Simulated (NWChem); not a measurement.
# C$_{4}$H$_{7}$N; SMILES C=C=CCN

```xyz
12

C     -0.4914    -2.1712     0.0000
C      0.2633    -1.1009     0.0000
C      1.0037    -0.0195     0.0000
C      0.4550     1.3921     0.0000
N     -0.9777     1.5454     0.0000
H     -0.8150    -2.6417    -0.9353
H     -0.8150    -2.6417     0.9353
H      2.0969    -0.1317     0.0000
H      0.8728     1.9231     0.8747
H      0.8728     1.9231    -0.8747
H     -1.3760     1.0739     0.8107
H     -1.3760     1.0739    -0.8107
```
Atoms are numbered in this order, from 1.

Results from NWChem. Geometry: optimised at PBE0/def2-SVP.

Q: Predict the results for PBE/def2-TZVP. Quantities: highest occupied level (eV); orbital gap (eV); dipole (D).

A: 
```yaml
highest occupied level (eV): -5.58
orbital gap (eV): 4.74
dipole (D): 0.88
```
